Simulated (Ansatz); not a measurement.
Born–Oppenheimer molecular dynamics of a periodic cell of 30 atoms, BH$_{2}$F$_{3}$ (contents 5 BF3 + 5 H2, density as packed 1.14 g/cm³ with natural masses). It goes on from the last frame of an earlier run, with new velocities.

These are results of Ansatz, DFT PBE-D3(BJ), scalar-relativistic, plane waves, PAW, not measurements. Settings: accuracy low, cutoff 420 eV, k mesh 1x1x1, fermi-dirac smearing 0.05 eV, no spin polarisation.

```json
{
 "ensemble": "NVE (velocity Verlet)",
 "time step": "0.75 fs",
 "steps asked": "300",
 "starting velocities drawn for": "1500 K",
 "seed": "436596"
}
```

Frames 0.75 fs apart, positions in Å.

Velocities at 165.0 fs (Å/ps):

```
B 1.15 -10.54 -11.69
F -1.87 -5.68 3.73
F -2.55 4.85 -5.32
F 7.49 -3.40 -5.49
B 17.89 17.48 11.53
F 10.96 -2.65 3.12
F -8.17 -0.67 11.91
F -8.34 2.92 -2.43
B 24.28 24.00 17.80
F -11.35 3.73 6.92
F -0.02 1.50 14.97
F -2.79 -1.73 0.17
B -9.68 -9.17 3.03
F -4.09 0.93 -1.67
F 7.31 -2.94 0.30
F 7.38 10.24 -10.57
B -15.69 6.03 -18.43
F 5.02 -12.28 -9.93
F -14.20 -0.13 -6.66
F 6.58 -2.03 1.97
H -30.96 -5.19 -19.25
H -47.72 -19.50 -1.30
H -8.30 -19.65 28.71
H 51.00 -12.59 -27.82
H 23.29 -21.15 39.55
H 27.58 -18.05 8.95
H -16.83 -70.92 -28.24
H -61.57 -0.80 17.31
H 24.78 11.84 -83.47
H 9.13 -3.68 22.50
```

```xyz
30
Lattice="7.9896 0.0000 0.0000 0.0000 7.9896 0.0000 0.0000 0.0000 7.9896" Properties=species:S:1:pos:R:3 time_fs=165.0 energy_less_start_eV=0.163 T=1448
B 0.486 3.400 3.462
F 1.567 2.648 3.153
F -0.308 3.857 2.638
F 0.182 3.734 4.716
B 4.746 5.664 3.261
F 6.022 5.831 2.963
F 4.592 4.752 4.354
F 3.868 6.077 2.445
B 4.554 3.063 8.636
F 3.962 1.794 9.013
F 4.912 3.931 9.427
F 4.907 3.094 7.279
B 8.077 4.223 -0.826
F 7.375 5.254 -1.012
F 7.376 3.132 -0.588
F 9.489 4.351 -0.881
B -0.695 0.426 5.395
F -1.603 -0.370 5.918
F -1.221 1.440 4.836
F 0.456 -0.013 5.031
H 13.076 8.512 4.157
H 12.974 8.258 4.797
H 7.923 0.926 1.808
H 7.936 0.672 2.470
H 1.891 8.147 10.031
H 1.839 7.610 9.610
H 2.628 7.537 6.451
H 2.956 6.952 6.492
H 2.954 1.114 3.551
H 2.655 0.757 4.313
30
Lattice="7.9896 0.0000 0.0000 0.0000 7.9896 0.0000 0.0000 0.0000 7.9896" Properties=species:S:1:pos:R:3 time_fs=165.8 energy_less_start_eV=0.654 T=1329
B 0.488 3.392 3.454
F 1.566 2.643 3.156
F -0.310 3.860 2.634
F 0.188 3.731 4.712
B 4.760 5.676 3.271
F 6.030 5.830 2.965
F 4.585 4.752 4.363
F 3.861 6.080 2.443
B 4.572 3.080 8.648
F 3.953 1.797 9.018
F 4.913 3.933 9.439
F 4.904 3.093 7.279
B 8.070 4.215 -0.824
F 7.371 5.255 -1.013
F 7.381 3.129 -0.588
F 9.494 4.359 -0.889
B -0.708 0.430 5.381
F -1.599 -0.380 5.911
F -1.232 1.441 4.831
F 0.461 -0.015 5.032
H 13.052 8.510 4.137
H 12.936 8.241 4.800
H 7.916 0.913 1.826
H 7.974 0.662 2.453
H 1.910 8.137 10.065
H 1.859 7.591 9.612
H 2.611 7.492 6.429
H 2.914 6.943 6.506
H 2.970 1.119 3.496
H 2.664 0.758 4.323
30
Lattice="7.9896 0.0000 0.0000 0.0000 7.9896 0.0000 0.0000 0.0000 7.9896" Properties=species:S:1:pos:R:3 time_fs=166.5 energy_less_start_eV=0.608 T=1334
B 0.491 3.382 3.447
F 1.564 2.640 3.158
F -0.313 3.865 2.628
F 0.194 3.728 4.708
B 4.775 5.687 3.281
F 6.039 5.828 2.968
F 4.579 4.752 4.371
F 3.854 6.082 2.441
B 4.589 3.092 8.657
F 3.946 1.801 9.023
F 4.913 3.935 9.451
F 4.902 3.091 7.281
B 8.066 4.208 -0.822
F 7.368 5.257 -1.014
F 7.387 3.127 -0.587
F 9.498 4.366 -0.897
B -0.720 0.433 5.367
F -1.596 -0.389 5.904
F -1.243 1.442 4.825
F 0.467 -0.016 5.034
H 13.026 8.508 4.112
H 12.894 8.221 4.804
H 7.906 0.906 1.829
H 8.012 0.645 2.451
H 1.930 8.131 10.103
H 1.880 7.565 9.608
H 2.578 7.476 6.404
H 2.889 6.906 6.523
H 2.979 1.115 3.460
H 2.682 0.766 4.314
30
Lattice="7.9896 0.0000 0.0000 0.0000 7.9896 0.0000 0.0000 0.0000 7.9896" Properties=species:S:1:pos:R:3 time_fs=167.2 energy_less_start_eV=0.335 T=1401
B 0.495 3.373 3.442
F 1.562 2.636 3.161
F -0.317 3.869 2.621
F 0.200 3.725 4.704
B 4.789 5.696 3.293
F 6.048 5.827 2.970
F 4.573 4.753 4.378
F 3.847 6.085 2.439
B 4.604 3.100 8.663
F 3.938 1.806 9.028
F 4.914 3.939 9.465
F 4.899 3.091 7.283
B 8.063 4.201 -0.820
F 7.364 5.259 -1.016
F 7.393 3.123 -0.587
F 9.502 4.373 -0.905
B -0.733 0.434 5.353
F -1.592 -0.399 5.898
F -1.253 1.445 4.819
F 0.473 -0.018 5.036
H 12.998 8.503 4.088
H 12.851 8.202 4.804
H 7.893 0.906 1.818
H 8.050 0.623 2.462
H 1.951 8.123 10.140
H 1.901 7.540 9.605
H 2.535 7.479 6.374
H 2.874 6.849 6.545
H 2.982 1.102 3.445
H 2.705 0.782 4.286
30
Lattice="7.9896 0.0000 0.0000 0.0000 7.9896 0.0000 0.0000 0.0000 7.9896" Properties=species:S:1:pos:R:3 time_fs=168.0 energy_less_start_eV=0.187 T=1442
B 0.500 3.363 3.439
F 1.559 2.633 3.164
F -0.321 3.874 2.613
F 0.206 3.723 4.700
B 4.804 5.704 3.305
F 6.056 5.825 2.973
F 4.566 4.755 4.385
F 3.840 6.087 2.438
B 4.619 3.104 8.665
F 3.931 1.813 9.032
F 4.915 3.944 9.480
F 4.896 3.090 7.286
B 8.062 4.194 -0.819
F 7.360 5.262 -1.017
F 7.400 3.120 -0.586
F 9.504 4.380 -0.912
B -0.745 0.434 5.338
F -1.587 -0.409 5.892
F -1.264 1.449 4.814
F 0.479 -0.019 5.037
H 12.966 8.495 4.070
H 12.807 8.185 4.796
H 7.877 0.908 1.802
H 8.089 0.599 2.478
H 1.972 8.110 10.171
H 1.924 7.519 9.606
H 2.491 7.484 6.344
H 2.860 6.789 6.568
H 2.980 1.081 3.448
H 2.736 0.804 4.240
30
Lattice="7.9896 0.0000 0.0000 0.0000 7.9896 0.0000 0.0000 0.0000 7.9896" Properties=species:S:1:pos:R:3 time_fs=168.8 energy_less_start_eV=0.129 T=1456
B 0.506 3.353 3.437
F 1.557 2.630 3.167
F -0.325 3.878 2.605
F 0.213 3.720 4.697
B 4.818 5.710 3.318
F 6.065 5.825 2.975
F 4.560 4.758 4.391
F 3.833 6.090 2.437
B 4.632 3.104 8.664
F 3.924 1.820 9.037
F 4.917 3.950 9.496
F 4.892 3.089 7.290
B 8.063 4.189 -0.818
F 7.356 5.265 -1.019
F 7.406 3.115 -0.585
F 9.506 4.386 -0.919
B -0.757 0.431 5.324
F -1.583 -0.419 5.887
F -1.274 1.454 4.807
F 0.485 -0.021 5.039
H 12.931 8.482 4.059
H 12.764 8.170 4.779
H 7.860 0.909 1.790
H 8.125 0.577 2.490
H 1.994 8.088 10.194
H 1.948 7.505 9.613
H 2.451 7.482 6.316
H 2.843 6.737 6.588
H 2.973 1.056 3.466
H 2.770 0.831 4.180
30
Lattice="7.9896 0.0000 0.0000 0.0000 7.9896 0.0000 0.0000 0.0000 7.9896" Properties=species:S:1:pos:R:3 time_fs=169.5 energy_less_start_eV=0.245 T=1423
B 0.511 3.344 3.435
F 1.554 2.627 3.170
F -0.330 3.883 2.596
F 0.220 3.716 4.693
B 4.830 5.714 3.332
F 6.074 5.824 2.978
F 4.553 4.762 4.396
F 3.826 6.092 2.437
B 4.643 3.099 8.661
F 3.918 1.829 9.041
F 4.919 3.956 9.512
F 4.889 3.088 7.294
B 8.066 4.184 -0.818
F 7.352 5.269 -1.020
F 7.413 3.110 -0.584
F 9.506 4.392 -0.926
B -0.768 0.427 5.309
F -1.579 -0.430 5.882
F -1.285 1.459 4.801
F 0.490 -0.022 5.042
H 12.892 8.465 4.054
H 12.721 8.158 4.752
H 7.846 0.906 1.786
H 8.157 0.559 2.493
H 2.016 8.058 10.210
H 1.972 7.497 9.627
H 2.418 7.467 6.294
H 2.818 6.698 6.604
H 2.965 1.028 3.489
H 2.805 0.860 4.115
```

Of the whole run (225 fs, mean temperature of the second half 1445 K): The conserved energy stayed within 2.8 meV per atom of its start (net change -1.3 meV per atom), so there is no drift, though single steps change it by up to 85 meV in the whole system, a sign of fast motions only just resolved. A run of 0.23 ps of so small a system gives no equilibrium averages. Limits of this set-up: coarse k mesh, low accuracy level.

Run time: 20 min on 1 thread of Intel(R) Xeon(R) Platinum 8259CL CPU @ 2.50GHz (Skylake/Cascade Lake) (shared host), peak memory 0.55 GiB.
